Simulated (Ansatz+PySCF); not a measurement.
singlet O(2-): levels of theory in one basis

A single O atom.

Basis set: aug-cc-pVDZ (spherical functions). Frozen core: 1 orbital. Charge -2, multiplicity 1.

Computed with Ansatz (development build ahead of 0.2.0); each method stands on the lowest determinant of its kind that the runs found. NEVPT2 correlates all electrons. Active spaces start from the frontier orbitals, and the lowest solution found is given.

| method | E − E(RHF) (eV) | <S²> of the determinant |
| --- | --- | --- |
| RHF | 0.00 | 0.00 |
| UHF | -0.16 | 0.55 |
| RHF-MP2 | -8.21 | – |
| RHF-CCSD | -7.35 | – |
| UHF-CCSD | -7.33 | 0.55 |
| RHF-CCSD(T) | -7.78 | – |
| UHF-CCSD(T) | -7.66 | 0.55 |
| RHF-CCSDT(Q) | -7.85 | – |
| UHF-CCSDT(Q) | -7.89 | 0.55 |
| CASSCF(2,2) | -0.82 | – |
| SC-NEVPT2(2,2) | -7.76 | – |

Q: What does UHF-MP2 give on the same scale?

A: -7.01 eV.

Q: Is a single determinant a sound starting point here?

A: Only with care. Unrestricted orbitals gain 0.16 eV and <S²> is 0.55 against 0.00 for a pure state, so spin symmetry breaks but gains little energy; restricted orbitals can still serve. The CASSCF(2,2) natural occupations are 1.89, 0.11.

Caution for UHF, UHF-MP2, UHF-CCSD, UHF-CCSD(T), UHF-CCSDT(Q): the unrestricted determinant is spin contaminated. Caution for UHF-MP2, UHF-CCSD, UHF-CCSD(T), UHF-CCSDT(Q): a plain start can end on a higher determinant. Caution for UHF-MP2, UHF-CCSD(T): another reference gives a lower total. Caution for UHF-CCSD, UHF-CCSD(T): the program doubts this total.
